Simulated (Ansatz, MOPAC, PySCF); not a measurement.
Species: InBr2 (charge 0, doublet). SMILES: [Br][In][Br]
Coordinates optimised at B3LYP-D3(BJ)/def2-TZVP (Ansatz, an electronic-structure program):
```
In
Br 1 2.5425
Br 1 2.5425 2 121.33
```
Charge 0, spin multiplicity 2.

Property: size of the dipole moment, in D. Set-up: no spin-orbit coupling; LANL2DZ with its own core potentials from Na on; dispersion terms only where a functional's name holds one; open shells spin-unrestricted; def2 sets with scalar-relativistic core potentials past Kr. Ab initio and DFT rows: single points at B3LYP-D3(BJ) geometries (Ansatz). Semi-empirical rows: dipoles at the shared geometry. The spin state of an ion or metal species was assumed, not searched.

```tsv
level	program	size of the dipole moment (D)
MNDO	MOPAC	3.16
SVWN5/LANL2DZ	Ansatz	2.62
PBE/LANL2DZ	Ansatz	2.61
BLYP/LANL2DZ	Ansatz	2.57
BP86/def2-SVP	PySCF	2.02
B3LYP/LANL2DZ	Ansatz	2.88
```

No value to compare with is used here. The 6 habitual levels span 2.02 (BP86/def2-SVP) to 3.16 D (MNDO).

The levels are drawn from those run, B3LYP/6-31G* more often than the rest, none by its result; runs whose electronic state is in doubt are left out.
